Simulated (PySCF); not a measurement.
Polarisability and C₆ of Au (gold, neutral)

[Xe] 4f14 5d10 6s1, 2S determinant. All numbers are calculated (PySCF 2.14, scalar relativity by spin-free X2C-1e, in x2c-TZVPPall with one added diffuse shell each of s, p, d, f type (12s8p8d4f1g, 113 functions)). Coupled (time-dependent) response in atomic units; α is the mean over directions.

```json
{"method": "UHF", "mean α (bohr³)": "49.96", "C₆ (like pair)": "441.9", "S(−4)": "1658"}
{"method": "PBE", "mean α (bohr³)": "35.53", "C₆ (like pair)": "328.8", "S(−4)": "554.9"}
```

S(−4) is the Cauchy moment in α(ω) = α(0) + S(−4) ω² + …

Reference α: 36 ± 3 bohr³ (recommended; Schwerdtfeger and Nagle, table of static dipole polarizabilities (2023 update)). Published C₆: 427.0 (Gould and Bucko (2016)).

Hartree-Fock lies above the reference because it lacks correlation, which contracts the outer shell.

α(iu) at PBE:

```
u (hartree)  α(iu) (bohr³)
          0          35.53
     0.0500          34.22
      0.100          31.02
      0.200          23.76
      0.300          18.39
      0.500          12.29
      0.750          8.456
       1.00          6.273
       1.50          3.924
       2.00          2.715
       3.00          1.531
       5.00         0.6844
```

A single London oscillator, α(iu) = α/(1 + u²/ω²), gives C₆ = (3/4) ω α². Matching the computed C₆ needs ω = 4 × 328.8 / (3 × 35.53²) = 0.347 hartree.

Spin-orbit coupling, which splits the p, d and f shells strongly at this Z, is absent.
